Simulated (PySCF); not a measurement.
H6O3Si2, SMILES O[Si](O)(O)[SiH3]. Atoms are numbered in the order given.

```xyz
11

O      0.5320    -1.4542    -1.0366
Si     0.0000     0.0000    -0.4505
O     -1.5254     0.2663    -1.0366
O      0.9934     1.1879    -1.0366
Si     0.0000     0.0000     1.8941
H      1.4549    -1.6847    -0.8781
H     -2.1865    -0.4176    -0.8781
H      0.7316     2.1023    -0.8781
H      1.3513    -0.3542     2.4341
H     -0.9824    -0.9931     2.4341
H     -0.3689     1.3474     2.4341
```
Charge 0, spin multiplicity 1.

Geometry: r2SCAN-D4/def2-SVP. One conformer was computed; it need not be the lowest.

Method: PySCF with B3LYP/pcSseg-1.

GIAO shieldings, no solvent; atoms alike by connectivity are averaged. δ = σ(ref) − σ: ¹⁷O against H2O (σ = 333.8 ppm); ²⁹Si against TMS (σ = 338.7 ppm); ¹H against TMS (σ = 31.68 ppm), references at their B3LYP-D3(BJ)/def2-TZVP geometries, non-relativistic.

| nucleus | atoms | count | δ (ppm) |
|---|---|---|---|
| ¹⁷O | O1, O3, O4 | 3 | 80.2 |
| ²⁹Si | Si2 | 1 | -33.8 |
| ²⁹Si | Si5 | 1 | -120.7 |
| ¹H | H9, H10, H11 | 3 | 3.35 |
| ¹H | H6, H7, H8 | 3 | 2.29 |
